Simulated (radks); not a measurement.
Values are calculated unless marked as measured or tabulated.
Q: Radial electron density D(r) = 4 pi r^2 rho(r) of an atom or ion with 64 electrons. Level of theory: Dirac Kohn-Sham, LDA (Slater exchange, Perdew-Wang correlation), spin-unpolarised, spherical densities, finite nucleus; Fermi nuclear charge, rms radius of each element as measured or else 0.836 A^(1/3) + 0.57 fm (a radial shooting solver on a logarithmic mesh with Libxc functionals).

```
   r/bohr * D(r) (the largest magnitude, 122, reaches the edge; | marks zero)
 0.003417 |              *
 0.003977 |                 *
  0.00463 |                    *
  0.00539 |                        *
 0.006275 |                            *
 0.007364 |                                *
 0.008573 |                                    *
 0.009981 |                                       *
  0.01162 |                                         *
  0.01353 |                                          *
  0.01575 |                                         *
  0.01848 |                                        *
  0.02151 |                                      *
  0.02504 |                                     *
  0.02916 |                                     *
  0.03394 |                                       *
  0.03983 |                                           *
  0.04637 |                                                *
  0.05398 |                                                    *
  0.06284 |                                                      *
  0.07316 |                                                    *
  0.08517 |                                               *
  0.09995 |                                           *
   0.1164 |                                         *
   0.1355 |                                           *
   0.1577 |                                               *
   0.1836 |                                                *
   0.2137 |                                           *
   0.2508 |                                 *
    0.292 |                        *
   0.3399 |                      *
   0.3957 |                        *
   0.4606 |                          *
   0.5406 |                        *
   0.6293 |                   *
   0.7326 |             *
   0.8529 |         *
   0.9929 |      *
    1.156 |     *
    1.356 |   *
    1.579 |  *
    1.838 | *
     2.14 |*
    2.491 *
      2.9 *
    3.404 *
    3.963 *
    4.613 *
     5.37 *
    6.252 *
    7.278 *
    8.541 *
```

What is the nuclear charge?

A: Z = 68. The innermost maximum, from 1s, lies near gamma/Z bohr with gamma = sqrt(1 - (Z/c)^2) = 0.868, here 0.0128 bohr (found: 0.0141), and its height grows with Z. The density is that of the erbium ion Er4+ in [Kr] 4d10 4f10 5s1.75 5p6 5f0.25; the configuration itself is not fixed sharply by these data, and Z only to a few units. D(r) has 4 maxima, at r = 0.0141, 0.0628, 0.175, 0.472 bohr, and minima at 0.0273, 0.115, 0.337 bohr, inside which lie 2.02, 11.19, 29.58 electrons.
